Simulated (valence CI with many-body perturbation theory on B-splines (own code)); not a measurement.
# Level structure of Ho XXXV

Calculated by relativistic CI+MBPT: five valence electrons over a frozen Dirac-Fock core [Ar] 3d10, radial functions for each j: 9 s, 9 p, 8 d, 6 f, 3 g, 1 h, with the one-electron correlation potential Σ1, the two-electron term Σ2, the three-electron term Σ3, Breit, model QED; selected CI, second order for the rest (own B-spline code, finite nucleus).

The last digits are not significant, and no measured levels were compared; by estimate large intervals hold to a few tenths of a per cent, small ones and those within an open d or f shell to about a per cent. Among the levels kept, up to 780 cm⁻¹ of a level comes from second order outside the variational space, and about a tenth of that is noise between levels of different J, which matters for small intervals.

Levels 1 to 37 of 37, with energies above the lowest level, (4s^2 4p1/2^2 4p3/2) J=3/2. "Leading %" is the weight of the configuration and term that name the level; weights of strongly mixed levels are sums over their largest components and can fall short. In the jj column 3d3/2^4 stands for four electrons in 3d with j = 3/2.

```csv
No.,Configuration,Term,J,E (cm⁻¹),Leading %,Leading jj,g
1,4s²4p³,²P°,3/2,0,45,4s^2 4p1/2^2 4p3/2 (98 %),1.386
2,4s²4p³,⁴S°,3/2,406040,53,4s^2 4p1/2 4p3/2^2 (98 %),1.446
3,4s²4p³,²D°,5/2,443890,99,4s^2 4p1/2 4p3/2^2 (99 %),1.197
4,4s²4p³,²P°,1/2,491440,98,4s^2 4p1/2 4p3/2^2 (98 %),0.661
5,4s²4p³,²P°,3/2,903880,53,4s^2 4p3/2^3 (98 %),1.293
6,4s²4p²4d,²D,3/2,1033300,33,4s^2 4p1/2^2 4d3/2 (88 %),0.838
7,4s4p⁴,⁴P,5/2,1037500,67,4s 4p1/2^2 4p3/2^2 (86 %),1.486
8,4s4p⁴,²S,1/2,1157200,53,4s 4p1/2^2 4p3/2^2 (90 %),2.173
9,4s4p⁴,²D,3/2,1180200,30,4s 4p1/2^2 4p3/2^2 (76 %),1.130
10,4s²4p²4d,⁴D,5/2,1196200,24,4s^2 4p1/2^2 4d5/2 (84 %),1.206
11,4s²4p²4d,⁴D,3/2,1436800,25,4s^2 4p1/2 4p3/2 4d3/2 (76 %),1.010
12,4s²4p²4d,⁴F,5/2,1443400,42,4s^2 4p1/2 4p3/2 4d3/2 (93 %),0.991
13,4s²4p²4d,⁴D,1/2,1445000,73,4s^2 4p1/2 4p3/2 4d3/2 (93 %),0.294
14,4s4p⁴,⁴P,3/2,1463300,48,4s 4p1/2 4p3/2^3 (58 %),1.445
15,4s²4p²4d,²G,7/2,1482200,42,4s^2 4p1/2 4p3/2 4d3/2 (92 %),1.065
16,4s4p⁴,²D,5/2,1508200,42,4s 4p1/2 4p3/2^3 (58 %),1.210
17,4s²4p²4d,⁴D,7/2,1539900,47,4s^2 4p1/2 4p3/2 4d5/2 (98 %),1.311
18,4s4p⁴,²P,1/2,1570500,24,4s^2 4p1/2 4p3/2 4d3/2 (52 %),1.334
19,4s²4p²4d,⁴P,5/2,1578700,37,4s^2 4p1/2 4p3/2 4d3/2 (65 %),1.261
20,4s²4p²4d,²G,9/2,1581000,56,4s^2 4p1/2 4p3/2 4d5/2 (98 %),1.203
21,4s²4p²4d,²D,3/2,1583500,32,4s^2 4p1/2 4p3/2 4d3/2 (78 %),1.194
22,4s²4p²4d,⁴D,3/2,1607800,35,4s^2 4p1/2 4p3/2 4d5/2 (51 %),1.147
23,4s²4p²4d,²S,1/2,1634600,35,4s^2 4p1/2 4p3/2 4d3/2 (42 %),1.868
24,4s²4p²4d,⁴D,5/2,1649100,35,4s^2 4p1/2 4p3/2 4d5/2 (49 %),1.172
25,4s²4p²4d,²F,7/2,1667800,42,4s^2 4p1/2 4p3/2 4d5/2 (85 %),1.093
26,4s²4p²4d,²P,3/2,1674200,38,4s^2 4p1/2 4p3/2 4d5/2 (54 %),1.351
27,4s²4p²4d,²D,5/2,1694000,53,4s^2 4p1/2 4p3/2 4d5/2 (79 %),1.213
28,4s²4p²4d,²D,3/2,1712900,50,4s^2 4p1/2 4p3/2 4d5/2 (58 %),0.890
29,4s²4p²4d,²P,1/2,1745100,60,4s^2 4p1/2 4p3/2 4d5/2 (67 %),1.055
30,4s²4p²4d,²S,1/2,1965400,25,4s 4p3/2^4 (41 %),1.774
31,4s²4p²4d,²P,1/2,1987400,60,4s^2 4p3/2^2 4d3/2 (64 %),1.080
32,4s²4p²4d,²D,3/2,1987900,37,4s^2 4p3/2^2 4d3/2 (89 %),1.169
33,4s²4p²4d,²D,5/2,1993600,31,4s^2 4p3/2^2 4d3/2 (82 %),1.205
34,4s²4p²4d,²F,7/2,1994300,44,4s^2 4p3/2^2 4d5/2 (86 %),1.272
35,4s²4p²4d,⁴F,9/2,2008500,56,4s^2 4p3/2^2 4d5/2 (98 %),1.235
36,4s²4p²4d,²F,7/2,2022000,67,4s^2 4p3/2^2 4d3/2 (79 %),1.083
37,4s²4p²4d,²D,3/2,2066200,61,4s^2 4p3/2^2 4d3/2 (83 %),0.925
```

The ionisation energy to 4s²4p² ³P0 of the next ion comes out as 1444.3 eV (NIST: 1443 ± 5 eV (theoretical)). All 37 levels together are meant to be complete up to 2067000 cm⁻¹.
